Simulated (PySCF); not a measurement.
Species: C₄H₅B.
SMILES with atom numbers: `[BH2:1]/[CH:2]=[CH:3]\[C:4]#[CH:5]` (hydrogens: H6, H7 on B1; H8 on C2; H9 on C3; H10 on C5)

Computed by this run: PySCF, PBE0-D3(BJ)/def2-SVP geometry optimisation, gas phase; density fitting, grid level 1; the optimiser is geomeTRIC in internal coordinates, started from a GFN2-xTB structure with every atom displaced at random (about 0.01 Å).

Step 0: E = -4892.5322 eV
```
atom  x, y, z in Å  |  force x, y, z in eV/Å
B1     -1.1678   -1.1616    0.0846   -0.986   2.045   0.279
C2     -1.2500    0.3899    0.2435    0.103  -1.058  -0.157
C3     -0.2063    1.2231    0.1329    2.083  -0.024  -0.118
C4      1.1630    0.8153   -0.1366   -5.769   1.489   1.066
C5      2.2705    0.5179   -0.3747    3.685  -0.930  -0.704
H6     -0.1742   -1.6587   -0.1511    1.730  -0.916  -0.381
H7     -2.1556   -1.7708    0.1947   -0.874  -0.716   0.119
H8     -2.1767    0.8823    0.4567   -0.913   0.278   0.205
H9     -0.2961    2.3017    0.2898   -0.228   0.153  -0.046
H10     3.2629    0.2427   -0.5557    1.169  -0.321  -0.261
```

Step 1: E = -4892.7948 eV
```
atom  x, y, z in Å  |  force x, y, z in eV/Å
B1     -1.2068   -1.1305    0.0733    0.323  -0.289   0.134
C2     -1.2590    0.3924    0.2629   -0.163   0.322  -0.040
C3     -0.1804    1.2159    0.1423   -0.290  -0.029  -0.115
C4      1.1388    0.8088   -0.1705    0.670  -0.096   0.091
C5      2.3064    0.5215   -0.3746   -0.464   0.132   0.027
H6     -0.1307   -1.6676   -0.1327   -0.277   0.083  -0.023
H7     -2.2048   -1.8075    0.1763    0.010   0.035  -0.066
H8     -2.2101    0.8979    0.4900    0.145  -0.073   0.005
H9     -0.3143    2.3012    0.2739    0.070  -0.086   0.010
H10     3.3306    0.2497   -0.5566   -0.024   0.000  -0.022
```

**Question.** Estimate the geometry and energy of step 2. (The exact step hangs on the optimiser's Hessian estimate; all steps are aligned on step 1, rigid shifts and turns removed.)

**Answer.** E = -4892.7984 eV, largest force 0.208 eV/Å
```
atom  x, y, z in Å  |  force x, y, z in eV/Å
B1     -1.2379   -1.1527    0.0960    0.017  -0.040  -0.095
C2     -1.2559    0.3807    0.2581    0.168  -0.060  -0.025
C3     -0.1671    1.1861    0.1228   -0.088   0.165   0.051
C4      1.1732    0.8191   -0.1654   -0.032  -0.189   0.081
C5      2.3457    0.5714   -0.3681   -0.072   0.015  -0.042
H6     -0.2100   -1.7432   -0.1499   -0.015   0.082   0.035
H7     -2.2648   -1.7838    0.1911   -0.009  -0.007   0.035
H8     -2.1898    0.9039    0.4949    0.018  -0.018  -0.013
H9     -0.3002    2.2679    0.2607    0.014   0.046  -0.025
H10     3.3765    0.3324   -0.5560    0.000   0.006  -0.003
```

The energy changes by -0.0036 eV. The first-order estimate −F·Δx gives -0.0261 eV and the mean of the old and new forces, exact on a quadratic surface, -0.0043 eV. The step makes an angle of 83° with the force vector and moves no atom by more than 0.111 Å.

The cost below is that of the whole optimisation. On one thread, Arm Neoverse V2 (aarch64) (shared host), this took 17 s of wall time and 0.38 GiB of memory at its peak.
